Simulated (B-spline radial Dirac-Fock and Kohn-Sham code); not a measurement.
Z = 29 (copper), transition energy 42.8 keV. Method: a Dirac-Hartree-Slater potential of the neutral atom with a Latter tail (no hole, which puts coefficients of high multipoles low close above an edge), finite nucleus with surface currents. Computed with a B-spline atomic structure program. Subshells that would emit electrons below 1 keV are left out.

Q: A pure transition shows α(K) = 11.2, L1/L2 = 10.6 and L1/L3 = 7.37. What is its multipolarity?
A. M4
B. E2
C. E1
D. M2
E. M1
F. E3
G. E4
H. M3

A: D. For comparison, α(K), L1/L2, L1/L3 are E1 0.635, 15.0, 8.53; E2 12.4, 2.44, 1.49; E3 197, 0.521, 0.332; E4 3010, 0.157, 0.102; M1 0.509, 19.4, 47.7; M3 207, 6.71, 1.93; M4 3770, 4.75, 0.881.
